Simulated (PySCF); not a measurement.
**Telling isomers of C₅H₆F₃P apart by NMR**

Relativity neglected, one computed conformer, averaged over atoms made equivalent by symmetry, fast rotation or ring inversion, no solvent. PBE0/pcSseg-1 with gauge-including orbitals; geometry: GFN2-xTB; PySCF 2.14.0 with density-fitted response routines.

Shifts are taken against calculated references (same method and geometry level): ¹H, ¹³C against TMS. Splittings of carbon signals by F and P are missing where no couplings were computed. Where no couplings were computed, multiplicities follow the n + 1 count of equivalent neighbours, and m marks all less simple cases (inequivalent or close neighbours, rings, F or P nearby). Shifts are as computed. Against solution values, carbons near 30 ppm lie about +3 ppm off and those near 130 ppm about +5 ppm. Of 1211 compounds with measured shifts, 218 miss one by over three times the rms of a fit or turn the order of signals round; such compounds aren't used in these exercises.

(1) Tabulate the signals of `FC(F)=C(F)P1CCC1`, `C=C(C)PC(F)=C(F)F` and their relative energies.

(2) What is the quickest way to tell FC(F)=C(F)P1CCC1 from C=C(C)PC(F)=C(F)F?

Results:

(1) 
| SMILES | carbon types | δC | δH | E rel. (kcal/mol) |
| --- | --- | --- | --- | --- |
| FC(F)=C(F)P1CCC1 | 2×C 3×CH2 | 168.0, 140.8, 30.5, 21.6 | 3.02 (m, 2H), 2.12 (m, 4H) | 0.0 |
| C=C(C)PC(F)=C(F)F | 3×C 1×CH2 1×CH3 | 168.2, 153.2, 142.3, 130.5, 27.2 | 5.85 (m, 1H), 5.79 (m, 1H), 4.79 (m, 1H), 2.24 (m, 3H) | 6.4 |

Energies are electronic energies at PBE0/pcSseg-1 on these geometries, without zero-point or thermal terms, each for the one conformer computed, which needn't be the lowest.

(2) Count the carbon signals: 4 against 5. The first has an sp3 CH2 in a ring at 30.5 ppm, the second a terminal =CH2 carbon at 130.5 ppm. Their most deshielded carbons lie at 168.0 and 168.2 ppm. In the proton spectra the most deshielded non-exchanging signals are 3.02 (m, 2H) and 5.85 (m, 1H).
